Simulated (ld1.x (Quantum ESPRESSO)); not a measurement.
## Pd (Z = 46), RRKJ: configuration errors across variants

* Element: Pd
* Generator: ld1.x (Quantum ESPRESSO) 7.5
* Type: norm-conserving RRKJ (Kleinman–Bylander form)
* Functional: LDA (PZ)
* Relativity: scalar-relativistic
* Frozen core: [Kr]
* Valence charge: 10
* Reference configuration: 4d9 5s1 5p0
* Partial waves: 5p (bound, empty): rc 3.45 bohr; 4d (bound): rc 1.60 bohr; 5s (bound): rc 2.40 bohr
* Local potential: the s channel
* Core correction: none

All-electron excitation energies from the reference (eV): (1) 4d10 5s0 5p0 -1.436; (2) 4d9 5s0 5p0 7.953; (3) 4d8 5s0 5p0 29.034; (4) 4d9.5 5s0 5p0 1.934; (5) 4d7 5s0 5p0 63.629; (6) 4d9 5s0 5p1 3.882; (7) 4d8 5s1 5p0 12.360; (8) 4d9 5s1 5p0 spin -0.377; (9) 4d9 5s0 5p0 spin 7.809.

Spin tests fill each open shell by Hund’s rule, majority spin first.

4 further variants failed, have other tests or another functional or relativity, and are left out.

Errors AE − PS in meV (a dash: test not solved or not reliable):

| change | (1) | (2) | (3) | (4) | (5) | (6) | (7) | (8) | (9) | bound ghosts |
| --- | --- | --- | --- | --- | --- | --- | --- | --- | --- | --- |
| base | -83 | -4.6 | -76 | -37 | -465 | -1.4 | -91 | +109 | +93 | none |
| core correction a·sin(br)/r model core inside 1.16 bohr | -93 | -13 | -126 | -45 | -666 | -4.2 | -110 | +14 | -1.4 | none |
| wave 5s (bound): rc 2.40 bohr becomes 5s (bound): rc 1.62 bohr | -27 | +18 | -49 | -0.2 | -378 | +14 | +185 | +117 | +117 | none |
| wave 4d (bound): rc 1.60 bohr becomes 4d (bound): rc 2.12 bohr | -65 | -0.4 | -74 | -25 | -369 | -0.3 | -71 | +106 | +93 | none |
| type ultrasoft; waves now 5s (bound): rcut 2.10, rcutus 2.40 bohr; 5s channel at 0.6 Ry: rcut 2.10, rcutus 2.40 bohr; 5p (bound): rcut 3.00, rcutus 3.45 bohr; 5p channel at 0.35 Ry: rcut 3.00, rcutus 3.45 bohr; 4d (bound): rcut 1.40, rcutus 1.60 bohr; 4d channel at 0.2 Ry: rcut 1.40, rcutus 1.60 bohr; local potential all-electron potential smoothed inside 3.05 bohr (lloc = -2); augmentation PSQ, inside the norm-conserving radii | -16 | +4.9 | -6.1 | -6.3 | -130 | +4.3 | -3.3 | +113 | +103 | none |
| wave 5p (bound): rc 3.45 bohr becomes 5p (bound): rc 5.34 bohr | -83 | -4.6 | -76 | -37 | -465 | +5.0 | -91 | +109 | +93 | none |

Problem. Give the same row for: all radii scaled by about 1.03 (s 2.48, p 3.56, d 1.64 bohr).

Solution. -82, -4.4, -76, -37, -464, -1.2, -90, +109, +93; bound ghosts: none.
